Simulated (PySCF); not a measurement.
Species: mer-MoCl3(H2O)3 (quartet state).
Bonds: Mo1–Cl2, Mo1–Cl3, Mo1–Cl4, Mo1–O5, Mo1–O8, Mo1–O11. Hydrogens: H6, H7 on O5; H9, H10 on O8; H12, H13 on O11.

The calculation used PySCF, PBE0-D3(BJ)/def2-SVP geometry optimisation, gas phase, def2 core potentials past Kr.

What internal coordinates does the optimisation give?

```csv
bond,length (bohr)
Mo1–Cl2,4.540
Mo1–Cl3,4.591
Mo1–Cl4,4.466
Mo1–O5,4.178
"Mo1–O8, Mo1–O11",4.120
"O5–H6, O5–H7",1.830
O8–H9 and 3 like bonds,1.842
```

Bonds in one row agree within 0.02 bohr and their mean is given. A selection of angles:
```csv
angle,degrees
Cl2–Mo1–Cl3,164.6
Cl2–Mo1–Cl4,97.1
Cl2–Mo1–O5,84.6
Cl2–Mo1–O8,81.4
Cl2–Mo1–O11,98.3
Cl3–Mo1–O5,80.4
Cl3–Mo1–O8,102.4
Cl3–Mo1–O11,79.0
Cl4–Mo1–O5,177.8
Cl4–Mo1–O8,87.4
O5–Mo1–O8,91.4
O5–Mo1–O11,92.9
O8–Mo1–O11,175.6
Mo1–O5–H6,116.6
Mo1–O5–H7,109.4
H6–O5–H7,109.9
Mo1–O8–H9,104.9
Mo1–O8–H10,99.6
H9–O8–H10,105.5
Mo1–O11–H13,98.5
```

The Mo–O distances run from 2.176 Å (Mo1–O8) to 2.211 Å (Mo1–O5), a spread of 0.035 Å. O5 (oxygen bonded to Mo and 2 H) is pyramidal (angles 116.6°, 109.9° and 109.4°, sum 335.9°, 0.34 Å off the plane of its three neighbours). The 3 Cl–Mo bonds span 2.363 Å (Mo1–Cl4) to 2.430 Å (Mo1–Cl3), a spread of 0.067 Å. Mo1 (molybdenum bonded to 3 Cl and 3 O) is distorted octahedral (the three widest angles are 177.8°, 175.6° and 164.6°, the others run from 79.0° to 102.4°). O8 (oxygen bonded to Mo and 2 H) is pyramidal (angles 105.5°, 104.9° and 99.6°, sum 310.1°, 0.49 Å off the plane of its three neighbours).

Not checked by PBE0-D3(BJ)/def2-SVP frequencies. ⟨S²⟩ = 3.762 (exact for a quartet: 3.75).

Caution for open-shell metal species: one SCF solution and one stationary point were followed, and a lower state or a bent or distorted shape isn't ruled out.
